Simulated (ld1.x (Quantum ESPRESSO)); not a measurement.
## Configuration tests for copper (PAW)

```json
{
  "Element": "copper",
  "Generator": "ld1.x (Quantum ESPRESSO) 7.5",
  "Type": "PAW",
  "Functional": "revPBE",
  "Relativity": "scalar-relativistic",
  "Frozen core": "[Ar]",
  "Valence charge": "11",
  "Reference configuration": "3d10 4s0 4p0 (charge +1)",
  "Partial waves": "4s (bound, empty): rcut 1.60, rcutus 1.85 bohr; 4s channel at -0.4 Ry: rcut 1.60, rcutus 1.85 bohr; 4p (bound, empty): rcut 1.50, rcutus 1.58 bohr; 4p channel at 0.45 Ry: rcut 1.50, rcutus 1.58 bohr; 3d (bound): rcut 1.35, rcutus 1.60 bohr; 3d channel at 2.7 Ry: rcut 1.35, rcutus 1.60 bohr",
  "Local potential": "all-electron potential smoothed inside 2.05 bohr (lloc = -1)",
  "Core correction": "a·sin(br)/r model core, default radius (core density twice the valence density)",
  "Augmentation charge": "BESSEL, radius 0.95 bohr"
}
```

Energies are relative to the spin-unpolarised reference configuration 3d10 4s0 4p0; without spin polarisation the order of configurations can differ from experiment. Not all tests gave a result: 2 of 7 tests not solved or not reliable. Left out of the table: 3d10 4s0 4p1 (solver errors, printed error -2.3 eV); 3d9 4s1 4p1 (solver errors, printed error -2.7 eV).

(1) Give the all-electron excitation energy and the error of the potential for: 3d10 4s1 4p0; 3d9 4s0 4p0; 3d8 4s0 4p0; 3d9 4s1 4p0; 3d7 4s0 4p0.

Levels in the configuration 3d8 4s0 4p0:

| level | all-electron (eV) | pseudo (eV) |
| --- | --- | --- |
| 3d | -48.797 | -49.633 |

Note: ghost state, extra bound levels that the all-electron valence spectrum of the same l lacks: p at -98.7 eV. A true bound ghost makes a file unfit for plane-wave use.

Results:

(1)

```
valence configuration  charge  ΔE all-electron (eV)  error AE − PS (meV)
         3d10 4s1 4p0       0                -8.012                 -4.4
          3d9 4s0 4p0      +2                21.205                  -79
          3d8 4s0 4p0      +3                60.104                 -560
          3d9 4s1 4p0      +1                 3.477                  -80
          3d7 4s0 4p0      +4               119.705                -1959
```
